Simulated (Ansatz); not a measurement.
Gas-phase electronic energies from Ansatz, PBE0-D4/def2-TZVP geometries. CCSD(T)/CBS adds triple-zeta CCSD(T) − MP2 to the extrapolated MP2 energy (def2 sets, frozen cores). This one scheme is used for every species. DFT in def2-TZVPP. One conformer a species, not always the lowest.

Consider the formal hydrolysis of the Si–F bond: `O[Si@H](F)N[Si@H](O)Cl` + H₂O → `O[SiH](O)N[SiH](O)Cl` + H–F.

```
                 species  PBE energy (Eh)
`O[Si@H](F)N[Si@H](O)Cl`      -1346.90083
                     H₂O        -76.38007
  `O[SiH](O)N[SiH](O)Cl`      -1322.87035
                     H–F       -100.39340
```

Q: Work out ΔE.

A: ΔE = (-1322.87035) + (-100.39340) − (-1346.90083) − (-76.38007) = 0.01715 Eh = +10.8 kcal/mol. CCSD(T)/CBS gives +10.6 kcal/mol.

Largest T1 diagnostic among the species: 0.011.

In def2-TZVPP, CCSD(T) changes the Hartree–Fock value by −2.0 kcal/mol (the triples alone add −0.3 kcal/mol) and MP2 by −2.4 kcal/mol. The D4 term adds −0.8 kcal/mol with B3LYP and −0.5 kcal/mol with PBE0; it sums over pairs of atoms, weighted by their polarisabilities, and B3LYP, whose exchange is more repulsive, gets the larger term.

B3LYP here is the variant with VWN-RPA as its local correlation; programs differ in this.
